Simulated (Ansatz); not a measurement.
Calculated with Ansatz (gas phase, PBE0-D4/def2-TZVP geometries, no zero-point term in ΔE). CBS: MP2 limit from def2 TZ/QZ plus the TZ coupled-cluster correction, frozen cores. This one scheme is used for every species. For Ge outer-core shells are correlated without core-valence functions, which leaves a few kJ/mol of doubt a bond. Scalar relativity is left out up to krypton. Each species was taken in one conformer, which may not be the lowest.

Reaction (ligand exchange at a Ge–O bond): `C[O][GeH3]` + `CO[SiH2]N` → `CO[SiH2][NH][GeH3]` + CH₃OH

```tsv
species	CCSD(T)/def2-TZVPP energy (Eh)
`C[O][GeH3]`	-2192.37021
`CO[SiH2]N`	-461.16367
`CO[SiH2][NH][GeH3]`	-2537.97344
CH₃OH	-115.55534
```

(1) Work out ΔE.

Largest T1 diagnostic among the species: 0.011.

## Answers

(1) ΔE = (-2537.97344) + (-115.55534) − (-2192.37021) − (-461.16367) = 0.00510 Eh = +13.4 kJ/mol. CCSD(T)/CBS gives +13.1 kJ/mol.

The D4 term adds −3.7 kJ/mol with B3LYP and −2.2 kJ/mol with PBE0; it sums over pairs of atoms, weighted by their polarisabilities, and B3LYP, whose exchange is more repulsive, gets the larger term. From PBE to PBE0 (25 % exact exchange), in def2-TZVPP and without D4, ΔE moves by −3.2 kJ/mol. In def2-TZVPP, CCSD(T) changes the Hartree–Fock value by −5.1 kJ/mol (the triples alone add −0.1 kJ/mol) and MP2 by −4.4 kJ/mol.

B3LYP here is the variant with VWN-RPA as its local correlation; programs differ in this.
